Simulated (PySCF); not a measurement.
All numbers come from PBE0/[Ir def2-TZVP with ECP60, H def2-TZVP], scalar-relativistic core potentials, density fitting, no spin–orbit coupling, PySCF.

Each entry is the lowest minimum that a search over a few typed start shapes (and spin states, where more than one is plausible) found, or that minimum re-optimised at the stated level; isomers with ligand–ligand bonds, or fragments after loss of a ligand pair, can lie lower. Open shells are unrestricted.

IrH₂ is a doublet of C2v symmetry with Ir–H 1.539 Å (×2); H–Ir–H 89.8°. Its wavenumbers are 701, 2379, 2418 cm⁻¹.

(1) What changes when one electron is removed, giving IrH₂⁺?

Answers

(1) It costs 8.82 eV between the minima (8.82 eV with zero-point energy). IrH₂⁺ is a triplet of C2v symmetry with Ir–H 1.543 Å (×2); H–Ir–H 67.8°; wavenumbers 699, 2371, 2391 cm⁻¹.

Open d and f shells are described by one determinant, and the ground state may have another occupation or spin. No spin–orbit coupling is included, which matters more the heavier the element.
